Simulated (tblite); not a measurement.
C5H8BNO.
Numbering: `[CH:1]#[C:2][B-:3]([OH:4])([C:5]#[CH:6])[NH2+:7][CH3:8]` (hydrogens: H9 on C1; H10 on O4; H11 on C6; H12, H13 on N7; H14, H15, H16 on C8)
Bond orders are those of one Lewis drawing.

Computed with GFN2-xTB (tblite), gas phase: L-BFGS steps from a force-field or distance-geometry start until the largest atomic force falls under 0.01 eV/Å.

Step 57: E = -622.5347 eV
```
atom  x, y, z in Å  |  force x, y, z in eV/Å
C1     -1.3584   -2.3472   -0.5565   -0.002   0.038  -0.010
C2     -0.9618   -1.3526   -0.0117   -0.066  -0.023   0.020
B3     -0.5740   -0.0422    0.7283   -0.007  -0.016   0.007
O4     -0.6693   -0.1225    2.1431    0.046   0.005  -0.013
C5     -1.1114    1.2523    0.0456   -0.029  -0.022   0.033
C6     -1.5613    2.2690   -0.4090    0.006   0.028   0.000
N7      1.1851    0.0855    0.4326   -0.012  -0.014   0.010
C8      1.5734   -0.1543   -0.9503    0.025   0.027  -0.002
H9     -1.7068   -3.2103   -1.0477    0.032  -0.016   0.012
H10    -0.8748    0.7135    2.5545   -0.001   0.015  -0.019
H11    -1.9540    3.1535   -0.8235    0.001  -0.006  -0.014
H12     1.4606    1.0151    0.7370   -0.019  -0.003  -0.001
H13     1.5907   -0.5999    1.0635   -0.010  -0.018   0.007
H14     2.6422    0.0027   -1.1115    0.010  -0.028  -0.010
H15     1.0078    0.5209   -1.5901    0.012   0.021  -0.005
H16     1.3045   -1.1746   -1.2159    0.015   0.012  -0.014
```

Step 58: E = -622.5356 eV
```
atom  x, y, z in Å  |  force x, y, z in eV/Å
C1     -1.3534   -2.3496   -0.5549   -0.007   0.012  -0.015
C2     -0.9627   -1.3530   -0.0092   -0.056  -0.009   0.016
B3     -0.5755   -0.0394    0.7281   -0.025  -0.044  -0.021
O4     -0.6720   -0.1183    2.1417    0.048   0.019   0.016
C5     -1.1147    1.2538    0.0446   -0.018  -0.003   0.024
C6     -1.5636    2.2722   -0.4077    0.006   0.013   0.009
N7      1.1868    0.0840    0.4306   -0.045  -0.014   0.034
C8      1.5734   -0.1554   -0.9521    0.025   0.045  -0.011
H9     -1.6958   -3.2179   -1.0435    0.039   0.020   0.028
H10    -0.8808    0.7170    2.5540    0.007   0.000  -0.032
H11    -1.9589    3.1572   -0.8191    0.006  -0.012  -0.014
H12     1.4654    1.0116    0.7381   -0.015  -0.002  -0.006
H13     1.5894   -0.6048    1.0593   -0.009  -0.025   0.018
H14     2.6444   -0.0129   -1.1102    0.025  -0.041  -0.013
H15     1.0220    0.5349   -1.5881   -0.003   0.004  -0.017
H16     1.2883   -1.1704   -1.2231    0.021   0.035  -0.016
```

Problem. Estimate the geometry and energy of step 59. (The exact step hangs on the optimiser's Hessian estimate; all steps are aligned on step 58, rigid shifts and turns removed.)

Solution. E = -622.5366 eV, largest force 0.077 eV/Å
```
atom  x, y, z in Å  |  force x, y, z in eV/Å
C1     -1.3503   -2.3513   -0.5544   -0.010  -0.025  -0.019
C2     -0.9672   -1.3534   -0.0059   -0.030   0.019   0.016
B3     -0.5790   -0.0375    0.7283   -0.036  -0.057  -0.037
O4     -0.6724   -0.1143    2.1411    0.039   0.043   0.049
C5     -1.1201    1.2552    0.0454   -0.002   0.010   0.011
C6     -1.5655    2.2756   -0.4066    0.003  -0.005   0.018
N7      1.1879    0.0821    0.4289   -0.058  -0.013   0.039
C8      1.5742   -0.1555   -0.9540    0.020   0.047  -0.003
H9     -1.6839   -3.2259   -1.0393    0.038   0.047   0.034
H10    -0.8854    0.7207    2.5533    0.018  -0.026  -0.046
H11    -1.9631    3.1603   -0.8166    0.011  -0.014  -0.013
H12     1.4695    1.0078    0.7392   -0.015  -0.001  -0.005
H13     1.5883   -0.6100    1.0551   -0.015  -0.026   0.026
H14     2.6466   -0.0281   -1.1106    0.056  -0.039  -0.004
H15     1.0369    0.5486   -1.5857   -0.028  -0.001  -0.040
H16     1.2757   -1.1653   -1.2297    0.010   0.040  -0.025
```

The energy changes by -0.0010 eV. The first-order estimate −F·Δx gives -0.0014 eV and the mean of the old and new forces, exact on a quadratic surface, -0.0010 eV. The step makes an angle of 77° with the force vector and moves no atom by more than 0.020 Å.

What follows is the cost of the whole relaxation. Hardware: Arm Neoverse N1, one thread, on a shared host. Cost: 1.2 s of wall time.
